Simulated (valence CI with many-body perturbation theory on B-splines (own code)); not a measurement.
## Cd³³⁺: magnetic and hyperfine properties of the levels

Calculated by configuration interaction combined with many-body perturbation theory (CI+MBPT): five valence electrons over a frozen Dirac-Fock core [Ne], a basis of 9 s, 9 p, 8 d, 6 f, 3 g, 1 h functions for each j, with the one-electron correlation potential Σ1 (screened to all orders), the two-electron term Σ2, the three-electron term Σ3, Breit, model QED; selected single and double excitations, second order for the rest (own B-spline code, finite nucleus).

No measured spectrum was set against this ion. As an estimate, large intervals hold to a few tenths of a per cent, small ones and those within an open d or f shell to about a per cent. Among the levels kept, up to 600 cm⁻¹ of a level comes from second order outside the variational space, and about a tenth of that is noise between levels of different J, which matters for small intervals.

A/g_I is the dipole constant over the nuclear g factor μ/I (μ in nuclear magnetons, uniformly magnetised nucleus), B/Q the quadrupole constant per barn. Both hold the static response of the core; the bare values leave it out. Large factors of s and p1/2 electrons are usually good to 5 to 10 %; those of open d and f shells near neutrality can be off by tens of per cent, and small factors of p3/2, d and f electrons come from cancelling terms and can be off by a factor of two or in sign, in half-filled shells by more. B is blank for J = 1/2, where it vanishes, and for nearly pure S terms. Energies count from the lowest level.

Levels are named by their leading jj configuration (3d3/2^4 stands for four electrons in 3d with j = 3/2), which in mixed levels can hold well under half, so a name can repeat and another be missing. Letters in brackets count levels of one name in rising energy.

```tsv
Level	E (cm⁻¹)	g	A/g_I (MHz)	A/g_I bare	B/Q (MHz/b)	B/Q bare
(3s^2 3p1/2^2 3p3/2) J=3/2	0	1.449	40700	40900	69000	67600
(3s^2 3p1/2 3p3/2^2) J=3/2	312960	1.404	3410	4500	24600	24000
(3s^2 3p1/2 3p3/2^2) J=5/2	368660	1.195	92000	90400	-316	-307
(3s^2 3p1/2 3p3/2^2) J=1/2	437720	0.659	276000	269000		
(3s^2 3p3/2^3) J=3/2	755930	1.270	48300	47900	-93600	-91700
(3s 3p1/2^2 3p3/2^2) J=5/2	1004100	1.504	177000	174000	24800	24400
(3s^2 3p1/2^2 3d3/2) J=3/2	1031700	0.869	6330	7520	-9810	-8840
(3s 3p1/2^2 3p3/2^2) J=1/2	1161000	2.310	689000	670000		
(3s 3p1/2^2 3p3/2^2) J=3/2	1181700	1.147	-26100	-23800	-18000	-17500
(3s^2 3p1/2^2 3d5/2) J=5/2	1196100	1.187	26100	26500	31400	31700
(3s 3p1/2 3p3/2^3) J=3/2	1345000	1.215	66500	65800	-59900	-58700
(3s^2 3p1/2 3p3/2 3d3/2) J=5/2 [a]	1354100	1.000	82800	81400	-21100	-20300
(3s^2 3p1/2 3p3/2 3d3/2) J=3/2 [a]	1356600	1.150	94400	92800	-41500	-40500
(3s^2 3p1/2 3p3/2 3d3/2) J=1/2 [a]	1361000	0.311	88000	86700		
(3s^2 3p1/2 3p3/2 3d3/2) J=7/2	1405700	1.102	63600	63000	43600	43400
(3s 3p1/2 3p3/2^3) J=5/2	1410800	1.183	160000	156000	-95300	-93000
(3s^2 3p1/2 3p3/2 3d5/2) J=7/2 [a]	1441300	1.305	-3030	-1650	92300	91400
(3s^2 3p1/2 3p3/2 3d5/2) J=9/2	1496400	1.223	48700	48500	52200	52300
(3s 3p1/2 3p3/2^3) J=1/2	1516300	1.167	23800	23700		
(3s^2 3p1/2 3p3/2 3d5/2) J=5/2 [a]	1522300	1.288	36600	37000	4540	4780
(3s^2 3p1/2 3p3/2 3d5/2) J=3/2 [a]	1527100	1.161	-15900	-14000	-47600	-46500
(3s^2 3p1/2 3p3/2 3d3/2) J=3/2 [b]	1568000	1.252	-5830	-4040	7070	6710
(3s^2 3p1/2 3p3/2 3d3/2) J=5/2 [b]	1592300	1.236	74600	73700	-21100	-20600
(3s^2 3p1/2 3p3/2 3d5/2) J=7/2 [b]	1599500	1.058	56200	55500	47400	47400
(3s^2 3p1/2 3p3/2 3d3/2) J=1/2 [b]	1599600	2.003	81800	81800		
(3s^2 3p1/2 3p3/2 3d5/2) J=3/2 [b]	1653300	1.198	78200	77100	-7740	-7630
(3s^2 3p1/2 3p3/2 3d5/2) J=5/2 [b]	1666400	1.152	21600	22000	34400	34400
(3s^2 3p1/2 3p3/2 3d5/2) J=3/2 [c]	1676900	1.033	78400	77100	32900	32400
(3s^2 3p1/2 3p3/2 3d5/2) J=1/2	1725900	1.152	76800	75100		
(3s^2 3p3/2^2 3d5/2) J=1/2	1820200	1.259	138000	135000		
(3s^2 3p3/2^2 3d5/2) J=7/2	1821200	1.254	25200	25700	19300	19300
(3s^2 3p3/2^2 3d5/2) J=9/2	1844500	1.213	28100	28400	71200	70800
(3s^2 3p3/2^2 3d3/2) J=1/2	1878600	1.450	26400	26300		
(3s^2 3p3/2^2 3d3/2) J=5/2	1883900	1.198	65000	64500	-26600	-26300
(3s^2 3p3/2^2 3d3/2) J=3/2 [a]	1886300	1.144	25100	25600	-30000	-29800
(3s^2 3p3/2^2 3d3/2) J=7/2	1915700	1.100	38600	38700	5000	5910
(3s^2 3p3/2^2 3d3/2) J=3/2 [b]	1983000	1.005	24300	25100	14900	15200
(3s^2 3p3/2^2 3d5/2) J=5/2 [a]	1983300	1.203	13800	14700	111000	110000
(3s 3p1/2^2 3p3/2 3d3/2) J=5/2	2035900	1.404	137000	134000	14300	13800
(3s 3p1/2^2 3p3/2 3d3/2) J=3/2 [a]	2041600	1.539	143000	141000	-5470	-5900
```

**Question.** Take the isotope of mass number 113, with I = 1/2, μ = -0.6213 μN. What is the hyperfine structure of (3s^2 3p1/2 3p3/2^2) J=5/2?

**Answer.** From the table A = -114000 MHz. Shifts from the centre of gravity in MHz: F = 2: 200000, F = 3: -142000.
